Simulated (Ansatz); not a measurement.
Geometry optimisation, RKS PBE/def2-mTZVP in Ansatz.

Input:

```yaml
crystal:
  periodic: [false, false, false]
  atoms:
    - { symbol: Ge, position_ang: [-0.304862, 0.260491, 0.555609] }
    - { symbol: O, position_ang: [1.271595, 0.20341, -0.397035] }
    - { symbol: S, position_ang: [-1.284567, -1.466484, -0.483507] }
    - { symbol: H, position_ang: [-0.04488, -1.544062, -1.05237] }
    - { symbol: H, position_ang: [-1.029876, 1.621883, 0.369168] }
    - { symbol: H, position_ang: [0.066851, -0.032339, 2.028204] }
    - { symbol: H, position_ang: [1.325739, 0.956999, -1.020068] }
basis:
  gaussian: { orbitals: def2-mTZVP }
hamiltonian:
  xc: pbe
relax:
  f_tol: 0.03
  max_steps: 50
```

Command:

```bash
$ ansatz run input.yaml --threads 2 --pin off --max-ram 3072MiB --backend cpu --events-out ev --progress --plain --runs-dir out
```

Task: Where does it end, and by what steps?

Result: The run converged. After 10 steps the energy has fallen by 0.222 eV; H4 moved furthest, 0.78 Å.

```
step  energy less start (eV)  largest force component (eV/Å)  accepted
   0                  0.0000                           0.496       yes
   1                 -0.0875                           0.589       yes
   2                  0.0014                           2.283        no
   3                 -0.1235                           0.215       yes
   4                 -0.1397                           0.191       yes
   5                 -0.1727                           0.303       yes
   6                 -0.1652                           1.122        no
   7                 -0.1955                           0.187       yes
   8                 -0.2106                           0.169       yes
   9                 -0.2212                           0.044       yes
  10                 -0.2222                           0.016       yes
```

```xyz
7
Properties=species:S:1:pos:R:3
Ge -0.196 0.316 0.471
O 1.431 0.712 -0.208
S -1.270 -1.167 -0.831
H -0.338 -2.149 -0.659
H -1.136 1.548 0.502
H 0.148 -0.248 1.866
H 1.361 0.989 -1.141
```

Run time: 9.8 s on 2 threads of AMD EPYC 9R14 (Zen 4), on a shared host, peak memory 0.18 GiB.
